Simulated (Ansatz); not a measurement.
ScCl₃, relaxed as a singlet with RKS r2SCAN-D4/def2-SVP in Ansatz, starting from the GFN2-xTB geometry. Force threshold 0.02 eV/Å.

The structure comes from a short search, and lower isomers may exist.

Start:

```xyz
4

Sc    0.0260    0.4129    0.1289
Cl    0.7762    0.4377   -1.9947
Cl   -2.1534   -0.1180    0.3240
Cl    1.3513   -0.7326    1.5418
```

| step | energy (eV) | largest force component (eV/Å) | SCF passes |
| --- | --- | --- | --- |
| 1 | -58257.4437 | 0.221 | 25 |
| 2 | -58257.4745 | 0.273 | 29 |
| 3 | -58257.5192 | 0.104 | 33 |
| 4 | -58257.5285 | 0.014 | 33 |
| 5 | -58257.5288 | 0.009 | 28 |

Force components are those of the run's own axes.

End:

Cartesian coordinates in Å:
```
Sc 0.002 0.003 0.000
Cl 0.812 0.598 -2.033
Cl -2.235 0.021 0.377
Cl 1.421 -0.623 1.655
```

By distances, no bond broke or formed. The bond that changes most is Sc1–Cl4, from 2.25 to 2.27 Å (atoms count from 1).

The force fell under the threshold at step 4, but the optimiser went on. No frequencies were taken in this run, so the end may be a saddle point.

Run time 27 s (2 threads of Arm Neoverse V1 on a shared host).
